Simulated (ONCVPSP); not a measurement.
# Varying the ONCV potential for Sn (Z = 50)

Base potential:

Sn, optimised norm-conserving Vanderbilt (ONCV), made with ONCVPSP 4.0.1 (LDA (Perdew-Zunger), fully relativistic). Core [Kr], reference 4d10 5s2 5p2. Waves: 5s: rc 1.60 bohr, ncon 3, nbas 7, qcut 4.2 1/bohr, 3 projectors, debl 2 Ha; 5p: rc 1.85 bohr, ncon 5, nbas 10, qcut 4.9 1/bohr, 2 projectors, debl 3.1 Ha; 4d: rc 0.95 bohr, ncon 3, nbas 7, qcut 12.1 1/bohr, local. Local part: the d channel. Core correction: none.

Open shells are filled in proportion to 2j + 1.

All-electron outer shells of the reference configuration (LDA (Perdew-Zunger), scalar-relativistic, ld1.x):

| shell | level (eV) | outermost node (bohr) | outermost maximum (bohr) |
| --- | --- | --- | --- |
| 4s | -133.65 | 0.40 | 0.74 |
| 4p | -89.56 | 0.41 | 0.79 |
| 4d | -25.90 | 0.39 | 0.88 |
| 5s | -10.81 | 0.98 | 2.01 |
| 5p | -3.87 | 1.09 | 2.55 |

Cutoffs, loose and tight: the cutoffs (Ha) at which the residual kinetic energy of the hardest occupied pseudo-wave falls to 1 and 0.1 mHa per electron. They do not see the model core or the augmentation charge, which bear on the density cutoff. Test errors are all-electron minus pseudo excitation energies from the reference, over the configurations 4d10 5s2 5p1; 4d10 5s2 5p0; 4d10 5s1 5p0; 4d9 5s2 5p3. A dash means not determined; rows that change the core or the reference have their own tests.

A true bound ghost makes a file unfit for plane-wave use even where its test errors are small: the radial tests pick states by their node count and pass the ghost by.

| change | outcome | cutoff, loose | cutoff, tight | bound ghosts | GHOST(+) flags above zero | largest test error (meV) |
| --- | --- | --- | --- | --- | --- | --- |
| base | generated, misses its reference levels by 0.63 eV | 49 Ha | 93 Ha | s, p3/2, p1/2 | s, p3/2, p1/2 | -203 |
| p: qcut 3 | generated, misses its reference levels by 0.63 eV | 72 Ha | 97 Ha | s | s, p3/2, p1/2 | -170 |
| p: qcut 4 | generated, misses its reference levels by 0.63 eV | 63 Ha | 96 Ha | s, p3/2 | s, p3/2, p1/2 | -197 |
| p: qcut 5 | generated, misses its reference levels by 0.63 eV | 49 Ha | 93 Ha | s, p3/2, p1/2 | s, p3/2, p1/2 | -201 |
| p: qcut 5.9 | failed: ERROR pspot: first pseudo wave function has node, program will stop | – | – | – | – | – |
| p: qcut 6.3 | failed: ERROR pspot: first pseudo wave function has node, program will stop | – | – | – | – | – |
| p: qcut 6.8 | failed: ERROR pspot: first pseudo wave function has node, program will stop | – | – | – | – | – |
| p: qcut 7.2 | failed: ERROR pspot: first pseudo wave function has node, program will stop | – | – | – | – | – |

Task: What comes out with this change to the base: p: qcut 5.3?

Result: outcome: generated, misses its reference levels by 0.63 eV; cutoff, loose: 49 Ha; cutoff, tight: 90 Ha; bound ghosts: s, p3/2, p1/2; GHOST(+) flags above zero: s, p3/2, p1/2; largest test error (meV): -196.

Task: What comes out with this change to the base: p: qcut 4.4?

Result: outcome: generated, misses its reference levels by 0.63 eV; cutoff, loose: 56 Ha; cutoff, tight: 95 Ha; bound ghosts: s, p3/2, p1/2; GHOST(+) flags above zero: s, p3/2, p1/2; largest test error (meV): -208.

Task: What comes out with this change to the base: p: qcut 3.4?

Result: outcome: generated, misses its reference levels by 0.63 eV; cutoff, loose: 74 Ha; cutoff, tight: 97 Ha; bound ghosts: s; GHOST(+) flags above zero: s, p3/2, p1/2; largest test error (meV): -171.

Reading the sweep of the qcut of the p channel (base included, trends over the rows without a ghost): Bound ghosts are found at 3, 3.4, 4, 4.4, 4.9, 5, 5.3 1/bohr. Every judged row has one, so this setting neither creates nor removes them. The generation fails at 5.9, 6.3, 6.8, 7.2 1/bohr.
